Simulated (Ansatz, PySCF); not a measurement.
NH3 (SMILES N) and CHN (SMILES C#N) are pulled apart as rigid monomers along the line of their centres of mass, from the B3LYP-D3(BJ)/def2-TZVP minimum. Starting geometry (charge 0, multiplicity 1):
```xyz
7

N     -0.3143     0.0262     0.0127
H     -1.1880     0.4366    -0.2992
H      0.4363     0.5891    -0.3731
H     -0.2471    -0.8937    -0.4094
C     -0.1560    -0.1174     3.1640
N     -0.0999    -0.1683     4.3091
H     -0.2095    -0.0691     2.0800
```

Interaction energies with rigid monomers; basis-set methods are counterpoise corrected unless marked otherwise.

Rows in 6-31G* carry no dispersion term and start afresh at each structure (6-31G* with six Cartesian d functions). MP2/6-31G* freezes PySCF's default core.

Programs: Ansatz (Gaussian orbitals); PySCF for 6-31G* rows, the dispersion terms. Each number belongs to the level named beside it.

```csv
N1···H7 (Å),PBE-D3(BJ)/def2-TZVPPD (kJ/mol),r2SCAN/def2-TZVPPD (kJ/mol),r2SCAN-D3(BJ)/def2-TZVPPD (kJ/mol),r2SCAN-D4/def2-TZVPPD (kJ/mol),MP2/6-31G* (no counterpoise) (kJ/mol)
1.86,-27.9,-24.7,-25.7,-25.5,-35.1
2.07,-30.5,-27.5,-28.4,-28.2,[?]
2.38,-27.1,-24.5,-25.3,-25.1,-34.4
2.90,-18.2,-16.3,-16.9,-16.8,-23.7
3.73,-8.9,-8.2,-8.6,[?],-11.2
```

Problem. Some entries are withheld; supply them.

Solution. 
- 3.73, r2SCAN-D4/def2-TZVPPD (kJ/mol): -8.5
- 2.07, MP2/6-31G* (no counterpoise) (kJ/mol): -38.6

Ansatz is a first-principles code.
